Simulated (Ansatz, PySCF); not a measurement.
Process, species as SMILES: [SiH3]Cl [chlorosilane] -> [SiH3] (SiH3) + Cl atom (the Cl-Si bond at the site shown breaks; other sites are not compared here)
Geometries: B3LYP-D3(BJ)/def2-TZVP minima from Ansatz (an electronic-structure program).

Property: bond dissociation energy (enthalpy at 298 K, with B3LYP-D3(BJ) rigid-rotor harmonic-oscillator terms from PySCF), in eV. Correlated levels leave the core frozen unless marked. UHF or UKS for open shells. Spin-orbit coupling is left out. No relativistic terms. CBS(X,Y): correlation extrapolated as X^-3; Hartree-Fock from the larger set.

Level to compare with: CCSD(T)/CBS(def2-TZVPPD,def2-QZVPPD) (Ansatz), 4.78 eV. It is a level with limits of its own, and the differences hold the functionals' basis error too.

Task: Rank these functionals by how close they come to CCSD(T)/CBS(def2-TZVPPD,def2-QZVPPD), closest first: PBE0/def2-TZVPD (Ansatz); BLYP/def2-TZVPD (Ansatz); SVWN5/def2-TZVPD (Ansatz).

Result: PBE0/def2-TZVPD (global hybrid, 4.61 eV, difference -0.17), BLYP/def2-TZVPD (GGA, 4.41 eV, difference -0.37), SVWN5/def2-TZVPD (LDA, 5.25 eV, difference 0.47)
